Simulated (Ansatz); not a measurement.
Loss of H2: C2H8S2Sn → C2H6S2Sn + H2

Species: C2H8S2Sn `C[S][SnH2][S]C`, singlet; C2H6S2Sn `C[S][Sn][S]C`, singlet; H2 (hydrogen), singlet. 

Shapes, held fixed at every level: PBE0-D4/def2-TZVP. Flexible molecules stand in one conformer, not always the lowest. Programs: Ansatz 0.2.0. Electronic energies: no zero-point or thermal term.

```tsv
level	kind	ΔE (kJ/mol)	less CCSD(T)/def2-TZVPP
HF/def2-TZVPP	Hartree–Fock	+20.0	+13.9
r2SCAN-D4/def2-TZVPP	meta-GGA	-5.9	-12.0
B3LYP-D4/def2-TZVPP	global hybrid	-24.7	-30.8
PBE0-D4/def2-TZVPP	global hybrid	+2.6	-3.5
wB97M-V/def2-TZVPP	range-separated hybrid	+6.7	+0.6
B2PLYP/def2-TZVPP	double hybrid	-15.6	-21.7
CCSD(T)/def2-TZVPP	coupled cluster or CI	+6.1	0.0
```

The highest level, CCSD(T)/def2-TZVPP, gives ΔE = +6.1 kJ/mol; the levels span -24.7 to +20.0. They disagree on the sign: 4 of 7 are positive. The column of differences is taken from that level and isn't an error. No measured value is set beside it here. For atoms past krypton def2 sets carry core potentials with scalar relativity. Correlated rows may include outer-core shells of Sn, which these sets cover unevenly.
